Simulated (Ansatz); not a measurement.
Computed with B3LYP-D3(BJ)/def2-TZVP // PBE0-D3(BJ)/def2-SVP run with Ansatz (an electronic-structure program). Gas-phase values, no solvent. One relaxed conformer stands for a flexible species; it need not be the lowest. B3LYP has the VWN-RPA correlation part, as in Gaussian.  In the def2 sets, heavy atoms carry core potentials.

Reference species (SMILES): `[CH3][Sn]([Cl])([Cl])[Cl]` (neutral, multiplicity 1).

```
Property                                   Value
--------------------------------------  --------
HOMO                                    -8.83 eV
vertical ionisation energy (Delta-SCF)  10.78 eV
LUMO                                    -2.54 eV
```

Changed species: `CCC[CH2][Sn]([Cl])([Cl])[Cl]` (C–C–C–C torsion 180°, C–C–C–Sn torsion -180°) (Y = n-butyl; the reference has Y = methyl).

Give the shifts of the HOMO, vertical ionisation energy (Delta-SCF) and LUMO.

the HOMO goes up by 0.43 eV, to -8.40 eV; the vertical ionisation energy (Delta-SCF) decreases by 0.67 eV, to 10.11 eV; the LUMO rises by 0.10 eV, to -2.44 eV.
